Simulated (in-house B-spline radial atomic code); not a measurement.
Values are calculated unless marked as measured or tabulated.
# Ar in an electron gas of r_s = 1.5: phase shifts, screening and friction

A nucleus sits in a uniform electron gas with a rigid positive background. The Kohn-Sham equations are solved self-consistently in the spin-unpolarised LDA (PW92), non-relativistic, on B-splines with outgoing waves at the boundary and partial waves to l = 8. The model has no lattice, no bands and no magnetic solution. Atomic units; δ_l are the phase shifts at the Fermi level, counted so that each bound state adds π, and good to about 0.0005.

The density parameter is r_s = 1.5 bohr.

```tsv
l	δ_l (rad)
0	7.3677
1	4.9760
2	0.9899
3	0.0996
4	0.0247
5	0.0068
6	0.0019
7	0.0006
8	0.0002
```

Bound levels below the band bottom (hartree): s -113.1, s -10.14, p -7.789, s -0.409.

**Question.** Check the Friedel sum rule, and say where the screening charge sits.

**Answer.** k_F = (9π/4)^(1/3)/r_s = 1.27944. The rule is Z = (2/π) Σ (2l + 1) δ_l. The terms are s 4.690, p 9.503, d 3.151, f 0.444 and 0.213 beyond, in all 18.001 against Z = 18. Bound states hold 6 s, 6 p, 0 d electrons, so the scattering states carry 6.00 in all; where a term is smaller than its bound count, the bound level has drawn weight out of the band.

**Question.** Find the transport cross section and the electronic stopping of a 5 keV Ar ion (mass 39.95 u).

**Answer.** σ_tr = (4π/k_F²) Σ (l + 1) sin²(δ_l − δ_(l+1)). The terms for l = 0 to 3 are 0.4645, 1.1179, 1.8124, 0.0224, all together 3.4190, so σ_tr = 7.677 × 3.4190 = 26.247 bohr². With n = 3/(4π r_s³) = 0.07074, the friction coefficient is Q = n k_F σ_tr = 2.3754. For v well below v_F = 1.279, dE/dx = Q v; with 24801 eV per u at v = 1, v = √(5000/(24801 × 39.95)) = 0.0710, so dE/dx = 0.16874 hartree/bohr = 86.8 eV/nm. The largest term couples the d and f waves.
